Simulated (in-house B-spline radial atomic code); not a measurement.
The selenium ion Se³⁺: [Ar] (3d3/2)3 (3d5/2)6 4s1 4p3 (with a hole in an inner shell)

All numbers are computed (Dirac-Hartree-Fock, average of the jj configuration; Fermi nucleus of rms radius 4.14 fm) with an all-electron radial atomic-structure program (B-spline basis), not measured.

Z_r = [3n² - l(l+1)]/(2<r>); Z_e = n√(-2ε); the last column is Slater's effective charge. Values are occupation-weighted means over j. An effective charge above Z reflects the relativistic contraction of the inner shells.

| shell | electrons | ε (eV) | <r> (bohr) | Z_r | Z_e | Slater |
| --- | --- | --- | --- | --- | --- | --- |
| 1s | 2 | -12800 | 0.04406 | 34.04 | 30.67 | 33.70 |
| 2s | 2 | -1752.8 | 0.195 | 30.77 | 22.70 | 29.85 |
| 2p | 6 | -1543.5 | 0.171 | 29.25 | 21.30 | 29.85 |
| 3s | 2 | -302.08 | 0.5664 | 23.83 | 14.14 | 22.75 |
| 3p | 6 | -233.74 | 0.5798 | 21.56 | 12.43 | 22.75 |
| 3d | 9 | -122.36 | 0.6008 | 17.48 | 9.00 | 13.20 |
| 4s | 1 | -61.19 | 1.593 | 15.06 | 8.48 | 8.50 |
| 4p | 3 | -44.57 | 1.815 | 12.67 | 7.24 | 8.50 |

The least bound orbital is 4p3/2 at -44.39 eV, and it is also the most diffuse (<r> = 1.821 bohr).

For the 1s electron the small component carries 1.52 % of the norm, the zero-frequency Breit interaction raises the level by 19.67 eV, self-energy by 10.31 eV, and vacuum polarisation lowers it by 1.033 eV.
